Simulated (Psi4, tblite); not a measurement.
Dimer H3ClSi ··· H3ClSi (SMILES [SiH3]Cl and [SiH3]Cl), singlet at R = 3.64 Å between the centres of mass, closest contact 3.33 Å (lowest of the rigid-body minima from ten starts at GFN2-xTB). Geometry in Å and degrees:

```
Cl
Si 1 2.0663
H 2 1.4758 1 108.48
H 2 1.4758 3 110.44 1 118.77
H 2 1.4758 3 110.44 4 122.46
Cl 4 3.3257 2 92.55 3 -53.92
Si 6 2.0663 4 105.40 2 -80.42
H 7 1.4758 6 108.48 4 -28.66
H 7 1.4758 8 110.44 6 118.77
H 7 1.4758 8 110.44 9 122.46
```

Computed with: GFN2-xTB (tblite); SAPT0/jun-cc-pVDZ, frozen core (Psi4); B3LYP/def2-TZVP, counterpoise-corrected (Psi4); B3LYP-D3(BJ)/def2-TZVP, counterpoise-corrected (Psi4); HF/aug-cc-pVDZ, counterpoise-corrected (Psi4); MP2/aug-cc-pVDZ = DF-MP2/aug-cc-pVDZ, frozen core, counterpoise-corrected (Psi4 1.11); SCS-MP2/aug-cc-pVDZ = DF-SCS-MP2/aug-cc-pVDZ, frozen core, counterpoise-corrected (Psi4).

What interaction energy does each level give?


| method | E_int / kcal/mol |
|---|---|
| B3LYP-D3(BJ)/def2-TZVP | -2.92 |
| GFN2-xTB | -2.70 |
| MP2/aug-cc-pVDZ | -1.97 |
| SAPT0/jun-cc-pVDZ | -1.38 |
| SCS-MP2/aug-cc-pVDZ | -1.20 |
| B3LYP/def2-TZVP | 0.76 |
| HF/aug-cc-pVDZ | 1.09 |
